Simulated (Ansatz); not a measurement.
`N=C1S[SiH]1O`, relaxed with RKS PBE-D4/def2-SVP in Ansatz from a rough embedded geometry. The force threshold is 0.03 eV/Å; the program also tests the step.

Total charge 0; spin multiplicity 1.

Start:

```xyz
8

N    -0.643    1.982   -0.409
C    -0.544    0.784   -0.064
S    -1.768   -0.311    0.166
Si    0.667   -0.356    0.473
O     0.988   -1.709   -0.558
H     0.301    2.452   -0.562
H     0.795   -0.744    1.864
H     0.205   -2.097   -0.911
```

Task: How much energy does the relaxation release, and in how many steps? (Best estimate.)

Result: The calculation gave: 34.89 kcal/mol, in 12 steps, 1 of them rejected.

Task: Which bonds change most? (An estimate is asked.)

Result: Computed: S3–Si4 from 2.454 to 2.142 Å; C2–S3 from 1.658 to 1.863 Å; C2–Si4 from 1.747 to 1.848 Å; Si4–O5 from 1.732 to 1.668 Å.

Task: Give the relaxed structure. (Best estimate.)

Result: Computed: 
```xyz
8

N    -0.627    2.071   -0.536
C    -0.505    0.909   -0.045
S    -1.863   -0.255    0.474
Si    0.237   -0.664    0.580
O     0.952   -1.829   -0.376
H     0.308    2.473   -0.724
H     0.923   -0.774    1.898
H     0.577   -1.931   -1.270
```
